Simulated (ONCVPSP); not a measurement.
## What the settings do to the ONCV potential of Ni

Base potential:

nickel, optimised norm-conserving Vanderbilt (ONCV), made with ONCVPSP 4.0.1 (LDA (Perdew-Zunger), fully relativistic). Core [Ne], reference 3s2 3p6 3d7 (charge +3). Waves: 3s: rc 1.05 bohr, ncon 3, nbas 6, qcut 11.8 1/bohr, 3 projectors, debl 3.4 Ha; 3p: rc 0.95 bohr, ncon 4, nbas 7, qcut 17.7 1/bohr, 2 projectors, debl 1.4 Ha; 3d: rc 1.00 bohr, ncon 5, nbas 9, qcut 14 1/bohr, 2 projectors, debl 1.7 Ha. Local part: polynomial inside 0.60 bohr (lpopt 5, dvloc0 -1 Ha). Core correction: Teter function, parameters optimised by the program.

Open shells are filled in proportion to 2j + 1.

In the s channel the program set the typed energies aside and used -5.514, 0.250, 3.650 Ha. In the p channel the program set the typed energies aside and used -4.037, 0.250 Ha (j = l + 1/2; the other j can differ). In the d channel the program set the typed energies aside and used -1.737, 0.250 Ha (j = l + 1/2; the other j can differ).

Cutoffs, loose and tight: the cutoffs (Ha) at which the residual kinetic energy of the hardest occupied pseudo-wave falls to 1 and 0.1 mHa per electron. They do not see the model core or the augmentation charge, which bear on the density cutoff. Test errors are all-electron minus pseudo excitation energies from the reference, over the configurations 3s2 3p6 3d8 4s2; 3s2 3p6 3d8 4s1; 3s2 3p6 3d8; 3s2 3p6 3d6. A dash means not determined; rows that change the core or the reference have their own tests.

1 further variants are left out, since the program set their typed debl aside.

| change | outcome | cutoff, loose | cutoff, tight | bound ghosts | GHOST(+) flags above zero | largest test error (meV) |
| --- | --- | --- | --- | --- | --- | --- |
| base | generated, projector energies reset by the program | 91 Ha | 185 Ha | none | s | +9.0 |
| s: ncon 5, nbas 8 | generated, projector energies reset by the program | 91 Ha | 185 Ha | none | s | +7.8 |
| local potential polynomial inside 0.60 bohr (lpopt 5, dvloc0 -0.5 Ha) | generated, projector energies reset by the program | 91 Ha | 185 Ha | none | s | +9.0 |
| local potential polynomial inside 0.90 bohr (lpopt 2, dvloc0 0 Ha) | generated, projector energies reset by the program | 91 Ha | 185 Ha | none | none | +8.6 |

(1) What comes out with this change to the base: core [Ar], valence charge 10; reference 3d8 4s1.5 4p0.5; waves now 4s: rc 2.05 bohr, ncon 5, nbas 9, qcut 2.6 1/bohr, 1 projector; 4p: rc 2.30 bohr, ncon 4, nbas 7, qcut 2.9 1/bohr, 3 projectors, debl 2.2 Ha; 3d: rc 1.40 bohr, ncon 5, nbas 9, qcut 12.5 1/bohr, 2 projectors, debl 3 Ha; local potential polynomial inside 1.10 bohr (lpopt 3, dvloc0 6 Ha)?

(2) What comes out with this change to the base: d: nbas 8?

Answers

(1) outcome: generated; cutoff, loose: 61 Ha; cutoff, tight: 68 Ha; bound ghosts: none; GHOST(+) flags above zero: p3/2; largest test error (meV): -307.

(2) outcome: generated, projector energies reset by the program; cutoff, loose: 95 Ha; cutoff, tight: 197 Ha; bound ghosts: none; GHOST(+) flags above zero: s; largest test error (meV): +7.7.
